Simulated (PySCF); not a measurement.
Compound: C4H14N2Si2.
Numbering: `[SiH3:1][C@H:2]1[CH2:3][CH2:4][CH2:5][NH:6][N:7]1[SiH3:8]`

NICS = −σ at a ghost point: NICS(0) at the centroid of the ring atoms, NICS(1) 1 Å to either side along the normal of their mean plane, zz for the tensor component along that normal. Level: GIAO PBE0/pcSseg-1 (PySCF, non-relativistic, gas phase) on the GFN2-xTB geometry, one conformer.

Ring bond lengths (Å), with Mayer bond orders in brackets: C2–C3 1.531 (1.01), C3–C4 1.526 (1.04), C4–C5 1.528 (1.03), C5–N6 1.456 (0.96), N6–N7 1.421 (0.96), N7–C2 1.450 (0.91).

Problem. Give the NICS values of each ring in ppm.

Solution. 
```
             ring                                               type  NICS(0)  NICS(1), two faces  NICS(1)zz, two faces  rms pucker (Å)  centre to ring atoms, mean (Å)
C2–C3–C4–C5–N6–N7  6-membered ring with 2 N; formal bonds all single     -2.0         -1.4 / -2.0             2.0 / 0.1            0.25                            1.42
```

Problem. What can be read from them?

Solution. 
- C2–C3–C4–C5–N6–N7: mean NICS(1)zz 1.1 ppm, near zero. C2, C3, C4, C5 have four or more neighbours, and the NICS criterion for π rings isn't applied.

Problem. At the second NICS(1) probe listed for ring C2–C3–C4–C5–N6–N7, 1 Å off the ring, how large is the induced field along the normal in 7.05 T applied along it?

Solution. NICSzz × B0 = 0.1 ppm × 7.05 T = 1 μT, along the applied field.

Problem. How shielded are the nuclei of the rings and their hydrogens (means over atoms taken as equivalent)?

Solution. 
```csv
atoms,environment,σ isotropic (ppm),"principal values of the symmetric part, first atom (ppm)"
C2,sp3 carbon bound to nitrogen,136.7,"118.1, 128.6, 163.4"
C3,ring CH2 carbon,155.6,"143.0, 156.4, 167.2"
C4,ring CH2 carbon,159.6,"152.6, 161.3, 165.0"
C5,sp3 carbon bound to nitrogen,135.4,"116.9, 133.0, 156.3"
N6,hydrazine nitrogen,156.5,"117.6, 143.3, 208.7"
N7,hydrazine nitrogen,188.2,"144.5, 174.2, 245.8"
H on C2,methine hydrogen,28.64,"25.5, 27.5, 32.9"
H on C3,methylene hydrogen,30.09,"26.3, 27.6, 36.4"
H on C3,methylene hydrogen,29.85,"26.2, 28.2, 35.2"
H on C4,methylene hydrogen,29.76,"26.3, 28.5, 34.6"
H on C4,methylene hydrogen,30.22,"25.8, 27.4, 37.5"
H on C5,methylene hydrogen,28.73,"25.0, 26.5, 34.8"
H on C5,methylene hydrogen,28.58,"24.1, 27.8, 33.8"
H on N6,N–H hydrogen,29.19,"21.5, 29.2, 36.9"
```

The list is cut; further classes of hydrogen are left out.

Cost: about 2.6 min of CPU time on one thread (grids of density and orbitals included); the machine was shared, so the figure is rough. This is the whole shielding run at PBE0/pcSseg-1, SCF included.
